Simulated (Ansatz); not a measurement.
Born–Oppenheimer molecular dynamics of FH$_{7}$OW (10 atoms, charge 0, multiplicity 1). It starts at the highest image of a converged band, a first-order saddle point between two minima.

These are results of RKS BLYP/def2-SVP (Ansatz 0.2.0), not measurements.

| Quantity | Value |
| --- | --- |
| ensemble | NVE (velocity Verlet) |
| time step | 0.5 fs |
| steps asked | 200 |
| starting velocities drawn for | 100 K |
| seed | 8846 |

First frame:

```xyz
10
Properties=species:S:1:pos:R:3
W 0.227 0.249 -0.146
F 0.066 0.030 2.001
H 1.556 -0.723 0.385
H -0.754 1.545 0.449
H -1.430 -0.132 -0.016
H -0.122 -1.417 -0.055
O 0.445 0.539 -1.947
H 0.523 0.782 -2.885
H 1.381 1.392 0.891
H 0.940 0.927 1.573
```

(1) How far do the bonds stretch over the last three quarters of this one trajectory? (Pairs bonded in most of those frames.)

## Answers

(1) 
```csv
bond,mean (Å),spread (Å),shortest,longest
W1–H3,1.712,0.013,1.69,1.74
W1–H4,1.723,0.047,1.65,1.79
W1–H5,1.710,0.008,1.69,1.72
W1–H6,1.707,0.019,1.67,1.74
W1–O7,1.855,0.019,1.83,1.89
W1–H9,1.727,0.024,1.68,1.77
F2–H10,0.950,0.030,0.90,1.01
O7–H8,0.976,0.030,0.93,1.03
```

Pairs bonded in part of these frames only: W1–F2 46 %, W1–H10 9 %.

Mean temperature of the second half: 341 K. The conserved energy stayed within 0.19 meV per atom of its start (net change 0.14 meV per atom), so the integration is sound. The kinetic energy rose, since the run started high on the potential surface and went downhill. It ends in pieces (FH + H6OW), so much of that is their flight and rotation, not heat. A run of 0.1 ps of so small a system gives no equilibrium averages. The orbitals stay closed-shell, which can raise the energy where a bond breaks towards radicals; this wasn't checked here.

The run took 6.5 min on 2 threads of Arm Neoverse V1 (shared host), peak memory 0.13 GiB.
